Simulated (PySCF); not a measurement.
Vibration and rotation of AlI

RHF-CCSD(T) constants of AlI, ¹Σ⁺ (singlet), closed shell (basis Al def2-SVPD, I def2-SVPD with ECP28; scalar-relativistic core potentials; PySCF 2.14; masses 26.9815 and 126.9045 u):

```
ωe           : 311.2 cm⁻¹
ωexe         : 1.06 cm⁻¹
Be           : 0.11513 cm⁻¹
αe           : 0.000567 cm⁻¹
De to Al + I : 3.70 eV
```

Problem. What force constant and bond length do these constants imply?

Solution. Reduced mass μred = 22.251 u; k = 5.8918×10⁻⁷·μred·ωe² (u, cm⁻¹, mdyn/Å) = 1.27 mdyn/Å; Re = √(16.8576/(μred·Be)) (u, cm⁻¹, Å) = 2.565 Å.

Problem. Estimate the centrifugal constant D from the Kratzer relation and find the Dunham coefficient a1.

Solution. D = 4Be³/ωe² = 6.3e-08 cm⁻¹; a1 = −1 − αeωe/(6Be²) = -3.22.

Measured values (Huber and Herzberg, Constants of Diatomic Molecules (1979)): ωe = 316.1 cm⁻¹, ωexe = 1.0 cm⁻¹, Be = 0.11769985 cm⁻¹, αe = 0.000558586 cm⁻¹.

Correlated steps freeze 9 core orbitals. Correlated levels converge slowly with the basis: in double zeta they bind strong bonds too weakly, by up to about 1 eV, and carry superposition errors of some tenths. These are scalar-relativistic numbers at best; spin–orbit coupling would shift them, the dissociation energy most. Where the molecule has an RHF reference, its open-shell atoms are computed with UHF.
